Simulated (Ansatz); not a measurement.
Stepwise reaction of `N[Si](N)(N)F` with hydrogen, as a gas-phase model of exchange steps in deposition or etching. ΔE in kJ/mol; ΔG adds harmonic PBE0-D4 terms to CCSD(T)/CBS, at 1 bar.

Isolated molecules relaxed with PBE0-D4/def2-TZVP in Ansatz; ΔE leaves out vibrations. CCSD(T)/CBS is the MP2 limit (def2-TZVPP, def2-QZVPP) plus CCSD(T) − MP2 in def2-TZVPP, frozen cores. This one scheme is used for every species. DFT in def2-TZVPP. B3LYP here is the variant with VWN-RPA as its local correlation; programs differ in this. Each species was taken in one conformer, which may not be the lowest.

| step | reaction | PBE-D4 | B3LYP-D4 | ωB97M-V | CCSD(T)/CBS | ΔG(500 K) |
| --- | --- | --- | --- | --- | --- | --- |
| 1 | `N[Si](N)(N)F` + H₂ → `N[SiH](N)F` + NH₃ | 42.1 | 46.2 | 47.3 | 45.0 | 58.0 |
| 2 | `N[SiH](N)F` + H₂ → `N[SiH2]F` + NH₃ | 49.4 | 52.6 | 53.9 | 53.3 | 52.0 |
| 3 | `N[SiH2]F` + H₂ → `F[SiH3]` + NH₃ | 51.8 | 53.0 | 55.1 | 53.2 | 57.3 |

Task: By hand: ΔE of the 3 steps together at CCSD(T)/CBS.

Result: (45.0) + (53.3) + (53.2) = 151.5 kJ/mol, or 50.5 kJ/mol a step.

In ΔE step 1 is the lowest and step 2 the highest. All are uphill at CCSD(T)/CBS. ΔG lies between 52.0 and 58.0 kJ/mol a step. PBE-D4 differs from CCSD(T)/CBS by -3.9 to -1.4 kJ/mol a step. Isolated molecules leave out the surface, adducts and barriers. Largest T1 diagnostic: 0.011.
